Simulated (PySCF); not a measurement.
**C16H48S6Si7: Orbital levels and atomic charges**

System: C16H48S6Si7 (carbosilane and low-k precursor), SMILES C[Si](C)(C)S[Si](C)(C)S[Si](C)(C)S[Si](C)(C)S[Si](C)(C)S[Si](C)(C)S[Si](C)(C)C.

Cartesian coordinates (Å):
```
  1 C    -6.923    0.175    1.905
  2 Si   -7.640    1.283    0.536
  3 C    -8.964    0.353   -0.476
  4 C    -8.339    2.912    1.222
  5 S    -6.091    1.959   -0.872
  6 Si   -4.712    0.338   -1.146
  7 C    -5.628   -1.249   -1.659
  8 C    -3.520    0.925   -2.502
  9 S    -3.603    0.063    0.710
 10 Si   -2.694   -1.904    0.608
 11 C    -1.887   -2.202   -1.085
 12 C    -3.965   -3.244    1.044
 13 S    -1.249   -2.011    2.212
 14 Si    0.420   -0.785    1.575
 15 C    -0.163    0.922    0.986
 16 C     1.586   -0.718    3.066
 17 S     1.397   -1.884   -0.036
 18 Si    2.604   -0.450   -1.114
 19 C     3.857   -1.488   -2.089
 20 C     1.509    0.585   -2.281
 21 S     3.522    0.855    0.360
 22 Si    5.142    1.879   -0.673
 23 C     5.599    3.304    0.496
 24 C     4.570    2.517   -2.366
 25 S     6.787    0.553   -1.080
 26 Si    7.211   -0.572    0.768
 27 C     8.958   -1.244    0.445
 28 C     7.171    0.606    2.262
 29 C     5.933   -1.967    0.951
 30 H    -6.741   -0.836    1.553
 31 H    -7.608    0.111    2.746
 32 H    -5.978    0.563    2.272
 33 H    -9.298    0.952   -1.318
 34 H    -8.590   -0.587   -0.870
 35 H    -9.832    0.131    0.137
 36 H    -7.604    3.432    1.828
 37 H    -8.623    3.578    0.412
 38 H    -9.217    2.738    1.836
 39 H    -4.938   -2.021   -1.984
 40 H    -6.218   -1.651   -0.840
 41 H    -6.303   -1.038   -2.483
 42 H    -2.874    0.124   -2.848
 43 H    -2.892    1.731   -2.135
 44 H    -4.073    1.304   -3.355
 45 H    -1.175   -3.018   -1.019
 46 H    -1.340   -1.327   -1.424
 47 H    -2.622   -2.455   -1.842
 48 H    -4.730   -3.340    0.280
 49 H    -4.454   -3.016    1.986
 50 H    -3.475   -4.206    1.153
 51 H    -0.703    0.868    0.046
 52 H     0.689    1.582    0.859
 53 H    -0.833    1.365    1.716
 54 H     1.862   -1.719    3.386
 55 H     1.116   -0.217    3.906
 56 H     2.492   -0.180    2.807
 57 H     3.490   -1.678   -3.093
 58 H     4.016   -2.450   -1.611
 59 H     4.818   -0.989   -2.171
 60 H     1.060    1.436   -1.777
 61 H     0.708   -0.027   -2.684
 62 H     2.086    0.963   -3.120
 63 H     6.629    3.612    0.346
 64 H     4.964    4.165    0.315
 65 H     5.477    3.020    1.536
 66 H     5.298    3.215   -2.766
 67 H     3.618    3.032   -2.288
 68 H     4.466    1.708   -3.082
 69 H     9.273   -1.908    1.243
 70 H     8.996   -1.799   -0.487
 71 H     9.683   -0.440    0.374
 72 H     7.736    1.514    2.073
 73 H     6.151    0.888    2.508
 74 H     7.599    0.127    3.137
 75 H     5.964   -2.643    0.102
 76 H     6.124   -2.551    1.846
 77 H     4.922   -1.575    1.025
```

Method: B3LYP/6-31G*, gas phase, PySCF, fitting set def2-universal-JFIT up to Ne and JKFIT beyond, grid level 1.

Give the orbital energies near the gap.


```json
{"orbital": "HOMO-4", "eV": "-6.75"}
{"orbital": "HOMO-3", "eV": "-6.54"}
{"orbital": "HOMO-2", "eV": "-6.48"}
{"orbital": "HOMO-1", "eV": "-6.45"}
{"orbital": "HOMO", "eV": "-6.33"}
{"orbital": "LUMO", "eV": "0.30"}
{"orbital": "LUMO+1", "eV": "0.35"}
{"orbital": "LUMO+2", "eV": "0.55"}
{"orbital": "LUMO+3", "eV": "0.63"}
```

Give the partial charges of the non-hydrogen atoms.


```json
{"atom": "C1", "Mulliken": "-0.68", "IAO": "-0.70", "Hirshfeld": "-0.19"}
{"atom": "Si2", "Mulliken": "0.69", "IAO": "1.01", "Hirshfeld": "0.36"}
{"atom": "C3", "Mulliken": "-0.65", "IAO": "-0.70", "Hirshfeld": "-0.19"}
{"atom": "C4", "Mulliken": "-0.66", "IAO": "-0.69", "Hirshfeld": "-0.19"}
{"atom": "S5", "Mulliken": "-0.39", "IAO": "-0.46", "Hirshfeld": "-0.23"}
{"atom": "Si6", "Mulliken": "0.59", "IAO": "0.91", "Hirshfeld": "0.33"}
{"atom": "C7", "Mulliken": "-0.68", "IAO": "-0.70", "Hirshfeld": "-0.19"}
{"atom": "C8", "Mulliken": "-0.66", "IAO": "-0.69", "Hirshfeld": "-0.19"}
{"atom": "S9", "Mulliken": "-0.34", "IAO": "-0.46", "Hirshfeld": "-0.19"}
{"atom": "Si10", "Mulliken": "0.58", "IAO": "0.91", "Hirshfeld": "0.33"}
{"atom": "C11", "Mulliken": "-0.68", "IAO": "-0.69", "Hirshfeld": "-0.19"}
{"atom": "C12", "Mulliken": "-0.66", "IAO": "-0.69", "Hirshfeld": "-0.19"}
{"atom": "S13", "Mulliken": "-0.36", "IAO": "-0.44", "Hirshfeld": "-0.21"}
{"atom": "Si14", "Mulliken": "0.61", "IAO": "0.92", "Hirshfeld": "0.33"}
{"atom": "C15", "Mulliken": "-0.68", "IAO": "-0.70", "Hirshfeld": "-0.19"}
{"atom": "C16", "Mulliken": "-0.67", "IAO": "-0.69", "Hirshfeld": "-0.18"}
{"atom": "S17", "Mulliken": "-0.37", "IAO": "-0.46", "Hirshfeld": "-0.21"}
{"atom": "Si18", "Mulliken": "0.64", "IAO": "0.91", "Hirshfeld": "0.33"}
{"atom": "C19", "Mulliken": "-0.69", "IAO": "-0.69", "Hirshfeld": "-0.19"}
{"atom": "C20", "Mulliken": "-0.66", "IAO": "-0.69", "Hirshfeld": "-0.19"}
{"atom": "S21", "Mulliken": "-0.40", "IAO": "-0.47", "Hirshfeld": "-0.19"}
{"atom": "Si22", "Mulliken": "0.56", "IAO": "0.91", "Hirshfeld": "0.33"}
{"atom": "C23", "Mulliken": "-0.66", "IAO": "-0.69", "Hirshfeld": "-0.18"}
{"atom": "C24", "Mulliken": "-0.67", "IAO": "-0.69", "Hirshfeld": "-0.18"}
{"atom": "S25", "Mulliken": "-0.39", "IAO": "-0.47", "Hirshfeld": "-0.22"}
{"atom": "Si26", "Mulliken": "0.71", "IAO": "1.01", "Hirshfeld": "0.36"}
{"atom": "C27", "Mulliken": "-0.66", "IAO": "-0.69", "Hirshfeld": "-0.19"}
{"atom": "C28", "Mulliken": "-0.67", "IAO": "-0.70", "Hirshfeld": "-0.19"}
{"atom": "C29", "Mulliken": "-0.67", "IAO": "-0.70", "Hirshfeld": "-0.19"}
```
